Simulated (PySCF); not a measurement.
C5H9F3.
SMILES with atom numbers: `[CH3:1][CH2:2][C@H:3]([CH3:4])[C:5]([F:6])([F:7])[F:8]` (hydrogens: H9, H10, H11 on C1; H12, H13 on C2; H14 on C3; H15, H16, H17 on C4)

Computed with PBE0-D3(BJ)/def2-SVP geometry optimisation, gas phase (PySCF).

(1) List the bond lengths, angles and torsions at this level.

Answers

(1) 
```csv
bond,length (Å),order
C1–C2,1.520,single
C2–C3,1.531,single
C3–C4,1.524,single
C3–C5,1.516,single
"C5–F6, C5–F7, C5–F8",1.339,single
"C1–H9, C1–H10, C1–H11",1.101,single
C2–H12,1.101,single
C2–H13,1.103,single
C3–H14,1.104,single
"C4–H15, C4–H16, C4–H17",1.099,single
```

Bonds in one row agree within 0.01 Å and their mean is given. Orders are formal, as drawn. A selection of angles:
```csv
angle,degrees
C1–C2–C3,114.0
C2–C3–C4,113.7
C2–C3–C5,110.2
C4–C3–C5,110.2
C3–C5–F6,111.6
F6–C5–F7,107.0
```

Dihedral angles: C1–C2–C3–C4 -65° (synclinal); C2–C3–C5–F6 -177° (antiperiplanar).

All 3 C–F bonds measure 1.338 to 1.340 Å. Of the pairs four or more bonds apart, F7···H12 is among the closest relative to their van der Waals radii: 2.43 Å, 91 % of the sum of Bondi's values.

Point group: C1 (no symmetry element, even within 0.4 Å). Whether it is a minimum is left open (no frequencies). The numbers are those of one conformer.
